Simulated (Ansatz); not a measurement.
Cost and result for the atomization energy of C$_{2}$H$_{2}$Zn (`C#[C][ZnH]`) (5 atoms, 4 bonds).

Charge 0, multiplicity 1. For Zn the d shell is correlated and the shells below it are frozen. Scalar relativity is left out up to krypton. The geometry is a stationary point of PBE0-D4/def2-TZVP. Program: Ansatz. All runs use 2 threads of a server CPU on a shared host. Times are those of one run each, without the atoms' runs, and a repeat can differ threefold. Electronic energies, without spin–orbit coupling; frozen cores. CCSD(T)/CBS adds CCSD(T) − MP2 in def2-TZVPP to the MP2 limit, and its time is that of the two runs behind it. T1 = 0.016. With those shells the extrapolation isn't a true limit. HSE06 is the plane-wave form, built on full-range PBE exchange.

CCSD(T)/CBS is a level of theory with its own doubt, some kJ/mol a heavy atom from the limit and from the frozen cores, so smaller differences don't rank the functionals.

| level | functions | wall time |
| --- | --- | --- |
| revPBE-D4/def2-TZVPP | 154 | 1.2 s |
| BLYP-D4/def2-TZVPP | 154 | 1.3 s |
| CCSD(T)/def2-SVP | 69 | 1.4 s |
| PBE-D4/def2-TZVPP (with forces) | 154 | 1.5 s |
| PBE0-D4/def2-TZVPP | 154 | 1.6 s |
| HSE06-D4/def2-TZVPP | 154 | 1.7 s |
| BHLYP-D4/def2-TZVPP | 154 | 1.7 s |
| PBE-QIDH/def2-TZVPP | 154 | 3.3 s |
| ωB97X-V/def2-TZVPP | 154 | 4.4 s |
| B97M-V/def2-TZVPP | 154 | 4.8 s |
| MP2/def2-QZVPP | 274 | 7.5 s |
| CCSD(T)/def2-TZVPP | 154 | 18 s |
| CCSD(T)/CBS(def2) | – | 26 s |

(1) What atomization energy does each give, and how far from CCSD(T)/CBS? (Estimate.)

## Answers

(1) Computed: 
```json
{"level": "revPBE-D4/def2-TZVPP", "atomization (kcal/mol)": "407.3", "difference from CCSD(T)/CBS": "0.7", "per bond": "0.2"}
{"level": "BLYP-D4/def2-TZVPP", "atomization (kcal/mol)": "405.3", "difference from CCSD(T)/CBS": "-1.3", "per bond": "-0.3"}
{"level": "CCSD(T)/def2-SVP", "atomization (kcal/mol)": "388.6", "difference from CCSD(T)/CBS": "-18.0", "per bond": "-4.5"}
{"level": "PBE-D4/def2-TZVPP (with forces)", "atomization (kcal/mol)": "419.6", "difference from CCSD(T)/CBS": "13.0", "per bond": "3.2"}
{"level": "PBE0-D4/def2-TZVPP", "atomization (kcal/mol)": "410.2", "difference from CCSD(T)/CBS": "3.6", "per bond": "0.9"}
{"level": "HSE06-D4/def2-TZVPP", "atomization (kcal/mol)": "410.5", "difference from CCSD(T)/CBS": "3.9", "per bond": "1.0"}
{"level": "BHLYP-D4/def2-TZVPP", "atomization (kcal/mol)": "390.4", "difference from CCSD(T)/CBS": "-16.2", "per bond": "-4.1"}
{"level": "PBE-QIDH/def2-TZVPP", "atomization (kcal/mol)": "409.9", "difference from CCSD(T)/CBS": "3.3", "per bond": "0.8"}
{"level": "ωB97X-V/def2-TZVPP", "atomization (kcal/mol)": "409.1", "difference from CCSD(T)/CBS": "2.5", "per bond": "0.6"}
{"level": "B97M-V/def2-TZVPP", "atomization (kcal/mol)": "407.5", "difference from CCSD(T)/CBS": "0.9", "per bond": "0.2"}
{"level": "MP2/def2-QZVPP", "atomization (kcal/mol)": "417.9", "difference from CCSD(T)/CBS": "11.3", "per bond": "2.8"}
{"level": "CCSD(T)/def2-TZVPP", "atomization (kcal/mol)": "398.1", "difference from CCSD(T)/CBS": "-8.5", "per bond": "-2.1"}
{"level": "CCSD(T)/CBS(def2)", "atomization (kcal/mol)": "406.6", "difference from CCSD(T)/CBS": "0.0", "per bond": "0.0"}
```

At CCSD(T), def2-SVP lies −18.0 kcal/mol from the extrapolated value and def2-TZVPP −8.5 kcal/mol: correlation converges slowly with the basis, and small sets miss more of it in the bonded molecule than in its fragments. The D4 term adds +2.8 kcal/mol with B3LYP and +1.4 kcal/mol with PBE0; it sums over pairs of atoms, weighted by their polarisabilities, and B3LYP, whose exchange is more repulsive, gets the larger term. Leaving LDA and LC-ωPBE aside and taking each functional with its dispersion term where it has one, the values spread over 29.2 kcal/mol, from BHLYP-D4 to PBE-D4. LDA lies +52.6 kcal/mol from PBE without D4, its usual overbinding.

B3LYP here is the variant with VWN-RPA as its local correlation; programs differ in this.
